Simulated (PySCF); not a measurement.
Which enantiomer?

Level of theory: PySCF, TDDFT CAM-B3LYP/def2-SVPD circular dichroism and optical rotation, one conformer, gas phase. Geometry: PBE0-D3(BJ)/def2-SVP.

Values for one enantiomer of C₃H₈AlFS, R in 10⁻⁴⁰ esu² cm² (velocity form):
| λ (nm) | f | R |
| --- | --- | --- |
| 227 | 0.001 | +5.3 |
| 203 | 0.016 | -9.4 |
| 197 | 0.050 | +5.5 |
| 185 | 0.008 | +0.8 |
| 183 | 0.002 | -15.9 |
| 174 | 0.022 | +15.5 |
| 168 | 0.021 | +2.8 |
| 166 | 0.072 | -80.4 |

[α] at 589.3 nm: +64 deg dm⁻¹ (g/mL)⁻¹ (origin-invariant length gauge).

Question: Which structure gives these signs?
A. F[C@H]1CC[S@@+]1[AlH3-]
B. F[C@@H]1CC[S@+]1[AlH3-]

Answer: B. Its CIP labels in SMILES order are S, S; the other enantiomer gives every sign reversed.

Geometry of F[C@@H]1CC[S@+]1[AlH3-] as run:
```xyz
14

F    -0.364    1.946    0.987
C    -0.906    1.198    0.012
C    -1.390   -0.183    0.433
C    -0.761   -0.958   -0.731
S     0.311    0.467   -1.195
Al    2.312   -0.068    0.195
H    -1.631    1.813   -0.545
H    -2.478   -0.286    0.556
H    -0.890   -0.440    1.378
H    -1.447   -1.190   -1.557
H    -0.181   -1.852   -0.463
H     3.005    1.365    0.307
H     1.544   -0.679    1.467
H     2.872   -1.133   -0.866
```
